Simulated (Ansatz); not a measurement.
Reaction (formal exchange of groups at a Te–C bond): `C=NC[TeH]` + SiH₄ → `[SiH3][TeH]` + `C=NC`

Gas-phase electronic energies from Ansatz, PBE0-D4/def2-TZVP geometries. CBS: MP2 limit from def2 TZ/QZ plus the TZ coupled-cluster correction, frozen cores. This one scheme is used for every species. DFT in def2-TZVPP. B3LYP here is the variant with VWN-RPA as its local correlation; programs differ in this. Elements past krypton have def2 core potentials. For Te outer-core shells are correlated without core-valence functions, which leaves a few kJ/mol of doubt a bond. Each species was taken in one conformer, which may not be the lowest.

```
             level  ΔE (kJ/mol)  difference from CCSD(T)/CBS
            PBE-D4        -82.6                          4.3
         r2SCAN-D4        -87.3                         -0.4
           PBE0-D4        -91.5                         -4.6
          B3LYP-D4        -83.5                          3.4
           ωB97X-V        -91.5                         -4.6
           ωB97M-V        -90.7                         -3.8
            B2PLYP        -87.2                         -0.3
               PBE        -85.8                          1.1
            r2SCAN        -88.2                         -1.3
              PBE0        -94.3                         -7.4
             B3LYP        -88.8                         -1.9
     HF/def2-TZVPP       -105.8                        -18.9
    MP2/def2-TZVPP        -84.5                          2.4
SCS-MP2/def2-TZVPP        -84.8                          2.1
   CCSD/def2-TZVPP        -89.6                         -2.7
CCSD(T)/def2-TZVPP        -84.9                          2.0
     HF/def2-QZVPP       -105.9                        -19.0
    MP2/def2-QZVPP        -85.7                          1.2
SCS-MP2/def2-QZVPP        -86.2                          0.7
      HF/CBS(def2)       -105.9                        -19.0
     MP2/CBS(def2)        -86.5                          0.4
    CCSD/CBS(def2)        -91.6                         -4.7
       CCSD(T)/CBS        -86.9                            0
```

Largest T1 diagnostic among the species: 0.012.

In def2-TZVPP, CCSD(T) changes the Hartree–Fock value by +21.0 kJ/mol (the triples alone add +4.8 kJ/mol) and MP2 by +21.3 kJ/mol. From PBE to PBE0 (25 % exact exchange), in def2-TZVPP and without D4, ΔE moves by −8.4 kJ/mol.
